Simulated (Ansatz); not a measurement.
Ideal-gas functions of CH$_{3}$FZn (`[CH3][Zn][F]`) at 400 K and 1 bar, from an Ansatz frequency run at PBE0-D4/def2-TZVP.

Molar mass 99.42 g/mol, point group C3v (symmetry number 3), electronic degeneracy 1, moments of inertia 3.167, 119.805, 119.805 u Å². Harmonic wavenumbers (cm⁻¹, unscaled): 151, 151, 541, 693, 722, 722, 1209, 1449, 1449, 3061, 3151, 3151.

Use S(trans) = R[1.5 ln M + 2.5 ln T − 1.1517]; rotational temperatures θ = 24.2544 K / I; S(rot) = R[ln(√π/σ · √(T³/θAθBθC)) + 1.5]; for each mode x = 1.438777 ν̃/T, S = R[x/(eˣ − 1) − ln(1 − e⁻ˣ)] and H = RT x/(eˣ − 1); 1 cm⁻¹ = 0.0119627 kJ/mol; R = 8.31446 J/(mol·K).

Task: By hand: the entropy, in J/(mol·K).

Result: Translation 172.3. Rotation: θ = 7.6585, 0.2024, 0.2024 K, giving 87.6. Vibration, mode by mode: 13.49, 13.49, 3.98, 2.59, 2.38, 2.38, 0.58, 0.28, 0.28, 0.00, 0.00, 0.00, in all 39.5. Electronic 0.0. Sum 299.4 J/(mol·K).

Task: By hand: H − E and G − E in kJ/mol, counted from the electronic energy.

Result: Zero-point energy ½ × 16450 × 0.0119627 = 98.4; thermal vibration 8.6; translation, rotation and pV give 4 RT = 13.3. H − E = 120.3 kJ/mol, and G − E = 120.3 − 400 × 299.4/1000 = 0.5 kJ/mol.

Vibration gives 13 % of the entropy.
